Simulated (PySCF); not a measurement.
An unknown is described by computed data only.

Formula: C8H18BN.

* Dipole: 4.46 D [HF/pcSseg-1]
* NMR, other nuclei: isotropic shieldings of nuclei other than C and H, by class: 116 (1 B), 224 (1 N) ppm [GIAO HF/pcSseg-1]
* Rotational structure: rotational constants A, B, C: 2.686, 0.764, 0.703 GHz [PBE0-D3(BJ)/def2-SVP]
* 1H NMR: chemical shifts (computed TMS as zero) by class: 2.31 (3 H), 2.18 (1 H), 2.17 (1 H), 2.11 (3 H), 2.06 (1 H), 2.01 (1 H), 0.85 (1 H), 0.56 (1 H), 0.48 (1 H), 0.30 (1 H), 0.29 (1 H), 0.12 (1 H), 0.07 (1 H), -0.18 (1 H) ppm [GIAO HF/pcSseg-1]
* 13C NMR: chemical shifts (computed TMS as zero) by class: 63.5 (1 C), 49.1 (1 C), 46.8 (1 C), 39.8 (1 C), 17.0 (1 C), 11.3 (1 C), 2.2 (1 C), 1.9 (1 C) ppm [GIAO HF/pcSseg-1]

The electronic properties come from PySCF, for the isolated species, density fitting. Levels stand in brackets. The structure is a single PBE0-D3(BJ)/def2-SVP conformer in the gas phase; no vibrational or solvent corrections. NMR classes are plain means over equivalent atoms (diastereotopic ones count apart unless rotation or inversion swaps them), as if these changed places fast.

Task: Give a SMILES that accounts for the data.

Result: Numbering: `[CH3:1][N+:2]1([CH3:3])[BH2-:4][CH2:5][C@H:6]([CH:7]2[CH2:8][CH2:9]2)[CH2:10]1`. 8 carbons fall into 8 classes; from least to most shielded: ring sp3 carbon bound to nitrogen [C10] (63.5 ppm), N-methyl carbon [C3] (49.1 ppm), N-methyl carbon [C1] (46.8 ppm), sp3 CH carbon [C6] (39.8 ppm), ring sp3 carbon bound to boron [C5] (17.0 ppm), three-membered-ring carbon [C7] (11.3 ppm), three-membered-ring carbon [C8] (2.2 ppm), three-membered-ring carbon [C9] (1.9 ppm). Hydrogen classes from least to most shielded: 3 H on an N-methyl carbon, C3 (2.31 ppm, a mean of values up to 0.6 ppm apart in this geometry), 1 H on a four-coordinate boron, B4 (2.18 ppm), 1 H on a four-coordinate boron, B4 (2.17 ppm), 3 H on an N-methyl carbon, C1 (2.11 ppm, a mean of values up to 1.2 ppm apart in this geometry), 1 H on an sp3 carbon bound to nitrogen, C10 (2.06 ppm), 1 H on an sp3 carbon bound to nitrogen, C10 (2.01 ppm), 1 H on an sp3 carbon bound to boron, C5 (0.85 ppm), 1 H on an sp3 carbon bound to boron, C5 (0.56 ppm), 1 H on a three-membered-ring carbon, C9 (0.48 ppm), 1 H on a three-membered-ring carbon, C8 (0.30 ppm), 1 H on an sp3 CH carbon, C6 (0.29 ppm), 1 H on a three-membered-ring carbon, C9 (0.12 ppm); 2 more classes are left out. The other shieldings belong to: 116 ppm, four-coordinate boron [B4]; 224 ppm, nitrogen bonded to B and 3 C [N2]. The optimised geometry has point group C1 and is an asymmetric top. Structure: `C[N+]1(C)[BH2-]C[C@H](C2CC2)C1`. Computed isomers that give other values at the same levels: `C=CCC[N@+]1(C)[BH2-]CCC1` (rotational constant A: 3.030 GHz; this holds for the one conformer computed); `C[N+]1(C)[BH2-][C@@H](C2CC2)CC1` (rotational constant A: 2.872 GHz; this holds for the one conformer computed); `CC#[N+][BH2-]C(C)(C)CCC` (rotational constant A: 1.331 GHz; this holds for the one conformer computed). The assignments are read from this structure; whether some other isomer fits the data as well wasn't checked. The mirror image fits equally.
